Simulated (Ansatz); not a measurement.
System: CuH (charge +1, doublet). The spin state was set by rule; other spins were not relaxed. SMILES of the parent species: [CuH]
Geometry from a B3LYP-D3(BJ)/def2-TZVP (Ansatz, a first-principles code) optimisation:
```
Cu
H 1 1.5088
```
Charge +1, spin multiplicity 2.

Task: Give the harmonic wavenumbers at B3LYP-D3(BJ)/def2-TZVP (Ansatz, finite differences of forces, unscaled).

Result: 1630 cm⁻¹. Zero-point energy 2.3 kcal/mol.

Task: From these and the geometry, give the ideal-gas thermochemistry at 298.15 K and 1 atm (rigid rotor, harmonic oscillator).

Result: Point group C∞v, rotational symmetry number 1. Rotational constants 223.7, 223.7 GHz. S(trans) 38.41, S(rot) 8.59, S(vib) 0.01, S(elec, spin only) 1.38, S 48.4 cal/(mol K). H(298) - H(0) 2.08 kcal/mol; G - E(el) -10.0 kcal/mol.
